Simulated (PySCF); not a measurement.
PySCF input for Al(NHMe)(OH)2 (CH6AlNO2), SMILES C[NH][Al]([OH])[OH], TDA-PBE/def2-SVPD. Geometry: B3LYP-D3(BJ)/def2-SVP. The structure was generated by enumeration; whether it is a known compound was not checked. Other conformers were not sampled.

```python
import numpy as np
from pyscf import gto, scf, dft, tdscf

mol = gto.M(
    atom='''
    Al    0.01161367    0.52942314    0.00000000
    N     0.72972286   -1.08940917   -0.00000000
    C     0.01411693   -2.35488388   -0.00000000
    H     1.73746870   -1.21660583    0.00000001
    H     0.23694869   -2.97363405   -0.89102592
    H     0.23694869   -2.97363404    0.89102593
    H    -1.07133840   -2.17060253   -0.00000000
    O    -1.68851404    0.61549749   -0.00000000
    H    -2.18436050    1.43792917   -0.00000001
    O     0.91705741    1.97260042   -0.00000000
    H     1.87224655    2.06443063   -0.00000001
    ''',
    basis='def2-SVPD',
    charge=0,
    spin=0,
    symmetry=True,
    max_memory=1600,
    verbose=4,
)
mf = dft.RKS(mol, xc='pbe').density_fit(auxbasis='def2-universal-jkfit')
mf.grids.level = 3
mf.conv_tol = 1e-9
mf.max_cycle = 100
mf.kernel()
mf.grids = dft.Grids(mol).set(level=1).build(with_non0tab=True)  # coarser grid for the response kernel
td = tdscf.TDA(mf)
td.singlet = True
td.nstates = 10
td.conv_tol = 1e-4
td.positive_eig_threshold = 1e-6
td.kernel(x0=td.get_init_guess(mf, 15))
td.analyze()
tt = tdscf.TDA(mf)
tt.singlet = False
tt.nstates = 4
tt.conv_tol = 1e-4
tt.positive_eig_threshold = 1e-6
tt.kernel(x0=tt.get_init_guess(mf, 9))
tt.analyze(verbose=3)
```

It prints:

```
PySCF version 2.14.0

[INPUT] verbose = 4
[INPUT] num. atoms = 11
[INPUT] num. electrons = 48
[INPUT] charge = 0
[INPUT] spin (= nelec alpha-beta = 2S) = 0
[INPUT] symmetry True subgroup None
[INPUT] Mole.unit = angstrom
[INPUT] Symbol           X                Y                Z      unit          X                Y                Z       unit  Magmom
[INPUT]  1 Al     0.011613670000   0.529423140000   0.000000000000 AA    0.021946655601   1.000464738607   0.000000000000 Bohr   0.0
[INPUT]  2 N      0.729722860000  -1.089409170000   0.000000000000 AA    1.378976352234  -2.058684968890   0.000000000000 Bohr   0.0
[INPUT]  3 C      0.014116930000  -2.354883880000   0.000000000000 AA    0.026677131420  -4.450085588353   0.000000000000 Bohr   0.0
[INPUT]  4 H      1.737468700000  -1.216605830000   0.000000010000 AA    3.283339993004  -2.299051820249   0.000000018897 Bohr   0.0
[INPUT]  5 H      0.236948690000  -2.973634050000  -0.891025920000 AA    0.447768129674  -5.619353949181  -1.683794958689 Bohr   0.0
[INPUT]  6 H      0.236948690000  -2.973634040000   0.891025930000 AA    0.447768129674  -5.619353930284   1.683794977586 Bohr   0.0
[INPUT]  7 H     -1.071338400000  -2.170602530000   0.000000000000 AA   -2.024536162730  -4.101844306988   0.000000000000 Bohr   0.0
[INPUT]  8 O     -1.688514040000   0.615497490000   0.000000000000 AA   -3.190829093083   1.163121686457   0.000000000000 Bohr   0.0
[INPUT]  9 H     -2.184360500000   1.437929170000  -0.000000010000 AA   -4.127843102318   2.717292317823  -0.000000018897 Bohr   0.0
[INPUT] 10 O      0.917057410000   1.972600420000   0.000000000000 AA    1.732987345403   3.727674547002   0.000000000000 Bohr   0.0
[INPUT] 11 H      1.872246550000   2.064430630000  -0.000000010000 AA    3.538033217162   3.901208493863  -0.000000018897 Bohr   0.0

nuclear repulsion = 225.27264323962
point group symmetry = Cs
symmetry origin: [ 0.00000000e+00 -7.87385934e-10 -1.88955376e-18]
symmetry axis x: [ 1.00000000e+00 -9.93220755e-10  5.16908446e-10]
symmetry axis y: [-9.93220755e-10 -1.00000000e+00  6.29760546e-10]
symmetry axis z: [-5.16908445e-10  6.29760621e-10  1.00000000e+00]
num. orbitals of irrep A' = 109
num. orbitals of irrep A" = 49
number of shells = 68
number of NR pGTOs = 228
number of NR cGTOs = 158
basis = def2-SVPD
ecp = {}


******** <class 'pyscf.df.df_jk.DFSymAdaptedRKS'> ********
method = DFSymAdaptedRKS
initial guess = minao
damping factor = 0
level_shift factor = 0
DIIS = <class 'pyscf.scf.diis.CDIIS'>
diis_start_cycle = 1
diis_space = 8
diis_damp = 0
SCF conv_tol = 1e-09
SCF conv_tol_grad = None
SCF max_cycles = 100
direct_scf = False
XC library pyscf.dft.libxc version 7.1.2
    S. Lehtola, C. Steigemann, M. J. T. Oliveira, and M. A. L. Marques,  SoftwareX 7, 1–5 (2018)
XC functionals = pbe
    J. P. Perdew, K. Burke, and M. Ernzerhof,  Phys. Rev. Lett. 77, 3865 (1996)
    J. P. Perdew, K. Burke, and M. Ernzerhof,  Phys. Rev. Lett. 78, 1396 (1997)
    J. P. Perdew, K. Burke, and M. Ernzerhof,  Phys. Rev. Lett. 77, 3865 (1996)
    J. P. Perdew, K. Burke, and M. Ernzerhof,  Phys. Rev. Lett. 78, 1396 (1997)
radial grids:
    Treutler-Ahlrichs [JCP 102, 346 (1995); DOI:10.1063/1.469408] (M4) radial grids

becke partition: Becke, JCP 88, 2547 (1988); DOI:10.1063/1.454033
pruning grids: <function nwchem_prune>
grids dens level: 3
symmetrized grids: True
atomic radii adjust function: <function treutler_atomic_radii_adjust>
small_rho_cutoff = 0
Freeze 0 electrons in irreps []
    48 free electrons in irreps A' A"
Set gradient conv threshold to 3.16228e-05
Initial guess from minao.
tot grids = 134216
init E= -488.94293796747
HOMO (A") = -0.292859911209892  LUMO (A') = -0.094364489910058  gap/eV = 5.40134
cycle= 1 E= -488.511724772469  delta_E= 0.431  |g|= 1.26  |ddm|= 4.87
HOMO (A") = -0.0595337846161113  LUMO (A') = -0.00758700747477459  gap/eV = 1.41354
cycle= 2 E= -486.926209031949  delta_E= 1.59  |g|= 2.93  |ddm|= 4.24
HOMO (A") = -0.180066227301048  LUMO (A') = -0.053041118478772  gap/eV = 3.45653
cycle= 3 E= -488.816430566061  delta_E= -1.89  |g|= 0.249  |ddm|= 3.18
HOMO (A") = -0.226442196773415  LUMO (A') = -0.0513606369746737  gap/eV = 4.76421
cycle= 4 E= -488.817276549644  delta_E= -0.000846  |g|= 0.253  |ddm|= 0.515
HOMO (A") = -0.198117490778166  LUMO (A') = -0.0480702757399962  gap/eV = 4.08299
cycle= 5 E= -488.831710396786  delta_E= -0.0144  |g|= 0.0311  |ddm|= 0.216
HOMO (A") = -0.197963897004501  LUMO (A') = -0.0482245204856153  gap/eV = 4.07462
cycle= 6 E= -488.831897823086  delta_E= -0.000187  |g|= 0.0134  |ddm|= 0.0456
HOMO (A") = -0.197538989265725  LUMO (A') = -0.0483711729726353  gap/eV = 4.05906
cycle= 7 E= -488.831937671579  delta_E= -3.98e-05  |g|= 0.00274  |ddm|= 0.0147
HOMO (A") = -0.197670018043398  LUMO (A') = -0.0485016398446332  gap/eV = 4.05908
cycle= 8 E= -488.831938660555  delta_E= -9.89e-07  |g|= 0.00173  |ddm|= 0.00471
HOMO (A") = -0.197645960695831  LUMO (A') = -0.0485103264720328  gap/eV = 4.05819
cycle= 9 E= -488.831939228803  delta_E= -5.68e-07  |g|= 0.000281  |ddm|= 0.0018
HOMO (A") = -0.197661128199744  LUMO (A') = -0.0485000957928947  gap/eV = 4.05888
cycle= 10 E= -488.83193924547  delta_E= -1.67e-08  |g|= 7.8e-05  |ddm|= 0.000837
HOMO (A") = -0.197665932730669  LUMO (A') = -0.048507537280321  gap/eV = 4.05881
cycle= 11 E= -488.831939247228  delta_E= -1.76e-09  |g|= 2.05e-05  |ddm|= 0.000264
HOMO (A") = -0.19766393875095  LUMO (A') = -0.0485068235537707  gap/eV = 4.05877
cycle= 12 E= -488.831939247332  delta_E= -1.03e-10  |g|= 3.18e-06  |ddm|= 3.19e-05
HOMO (A") = -0.197663014822585  LUMO (A') = -0.0485065896698118  gap/eV = 4.05875
Extra cycle  E= -488.831939247327  delta_E= 5e-12  |g|= 5.57e-06  |ddm|= 1.13e-05
converged SCF energy = -488.831939247327
tot grids = 41848
Overwritten attributes  positive_eig_threshold  of <class 'pyscf.tdscf.rks.TDA'>


******** <class 'pyscf.tdscf.rks.TDA'> for <class 'pyscf.df.df_jk.DFSymAdaptedRKS'> ********
nstates = 10 singlet
deg_eia_thresh = 1.000e-03
wfnsym = None
conv_tol = 0.0001
eigh lindep = 1e-12
eigh level_shift = 0
eigh max_cycle = 100


Excitation energies (eV)
[4.12567974 5.5363926  5.78587311 5.96556265 6.30196335 6.4195845
 6.55878847 6.60095161 6.65582635 6.71964047]

** Singlet excitation energies and oscillator strengths **
Excited State   1:   A"      4.12568 eV    300.52 nm  f=0.0110
      24 -> 25       -0.70604
Excited State   2:   A"      5.53639 eV    223.94 nm  f=0.0017
      24 -> 26       -0.70673
Excited State   3:   A"      5.78587 eV    214.29 nm  f=0.0000
      24 -> 27       -0.70630
Excited State   4:   A"      5.96556 eV    207.83 nm  f=0.0001
      23 -> 25        0.70636
Excited State   5:   A'      6.30196 eV    196.74 nm  f=0.0415
      22 -> 25       -0.40983
      24 -> 28       -0.56056
Excited State   6:   A"      6.41958 eV    193.13 nm  f=0.0026
      21 -> 25       -0.24985
      24 -> 29       -0.65031
      24 -> 30        0.11839
Excited State   7:   A'      6.55879 eV    189.04 nm  f=0.0989
      20 -> 25        0.20372
      22 -> 25       -0.55449
      24 -> 28        0.35863
Excited State   8:   A"      6.60095 eV    187.83 nm  f=0.0329
      21 -> 25        0.49434
      24 -> 29       -0.10102
      24 -> 30        0.48859
Excited State   9:   A"      6.65583 eV    186.28 nm  f=0.1066
      21 -> 25       -0.42642
      24 -> 29        0.25156
      24 -> 30        0.49414
Excited State  10:   A'      6.71964 eV    184.51 nm  f=0.1066
      20 -> 25       -0.66231
      22 -> 25       -0.12985
      24 -> 28        0.15681

** Transition electric dipole moments (AU) **
state          X           Y           Z        Dip. S.      Osc.
  1        -0.0000      0.0000      0.3296      0.1086      0.0110
  2        -0.0000      0.0000      0.1128      0.0127      0.0017
  3        -0.0000     -0.0000      0.0032      0.0000      0.0000
  4         0.0000      0.0000      0.0292      0.0008      0.0001
  5         0.0482      0.5161     -0.0000      0.2686      0.0415
  6         0.0000     -0.0000      0.1292      0.0167      0.0026
  7         0.4506     -0.6420      0.0000      0.6152      0.0989
  8         0.0000     -0.0000      0.4510      0.2034      0.0329
  9         0.0000     -0.0000     -0.8086      0.6538      0.1066
 10        -0.1022     -0.7982      0.0000      0.6476      0.1066

** Transition velocity dipole moments (imaginary part, AU) **
state          X           Y           Z        Dip. S.      Osc.
  1         0.0000     -0.0000      0.0228      0.0005      0.0023
  2         0.0000     -0.0000      0.0318      0.0010      0.0033
  3         0.0000      0.0000      0.0029      0.0000      0.0000
  4        -0.0000     -0.0000     -0.0007      0.0000      0.0000
  5         0.0323      0.0671     -0.0000      0.0056      0.0160
  6        -0.0000     -0.0000      0.0123      0.0002      0.0004
  7         0.0659     -0.1212      0.0000      0.0190      0.0526
  8         0.0000      0.0000      0.0429      0.0018      0.0051
  9         0.0000      0.0000     -0.1595      0.0254      0.0693
 10        -0.0337     -0.1666      0.0000      0.0289      0.0780

** Transition magnetic dipole moments (imaginary part, AU) **
state          X           Y           Z
  1         0.1918      0.2873     -0.0000
  2         0.2673     -0.2639     -0.0000
  3        -0.5340      0.2832     -0.0000
  4         0.2051     -0.5959      0.0000
  5        -0.0000      0.0000      0.1492
  6         0.4098      0.1704      0.0000
  7         0.0000     -0.0000      0.9175
  8        -0.5322     -0.0221     -0.0000
  9         0.0518     -0.2031     -0.0000
 10         0.0000     -0.0000      0.0464


******** <class 'pyscf.tdscf.rks.TDA'> for <class 'pyscf.df.df_jk.DFSymAdaptedRKS'> ********
nstates = 4 triplet
deg_eia_thresh = 1.000e-03
wfnsym = None
conv_tol = 0.0001
eigh lindep = 1e-12
eigh level_shift = 0
eigh max_cycle = 100


Excitation energies (eV)
[3.92247406 5.42247301 5.48707871 5.65353354]

** Triplet excitation energies and oscillator strengths **
Excited State   1:   A"      3.92247 eV    316.09 nm  f=0.0000
Excited State   2:   A'      5.42247 eV    228.65 nm  f=0.0000
Excited State   3:   A"      5.48708 eV    225.96 nm  f=0.0000
Excited State   4:   A"      5.65353 eV    219.30 nm  f=0.0000
```

The calculation finished and met its thresholds.

Cost: about 60 core-seconds (a rough figure).
